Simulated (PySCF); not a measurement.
**BeN⁺ at PBE0**

Level: PBE0. basis Be 3-21G, N 3-21G; no relativity; PySCF 2.14.

```
state                                                                                                             : ³Π (triplet), unpaired electrons σ ↑, π ↑, a second solution, started from another occupation
bond length                                                                                                       : 0.1483 nm
harmonic wavenumber                                                                                               : 1279 cm⁻¹
force constant                                                                                                    : 5.28 mdyn/Å
rotational constant Be                                                                                            : 1.399 cm⁻¹
anharmonicity ωexe                                                                                                : 8.00 cm⁻¹
vibration–rotation constant αe                                                                                    : 0.0132 cm⁻¹
energy of the minimum from ground-state Be⁺ + N                                                                   : -0.95 eV
bond order (Mayer)                                                                                                : 1.44
dipole moment (positive dipole points towards N; it is taken about the centre of mass and depends on that origin) : -5.95 D
```

For an ion De counts to the pair picked by the measured ionisation energies or electron affinities, which need not be the lowest pair at this level. 3-21G is very small, so such numbers show the basis as much as the molecule.
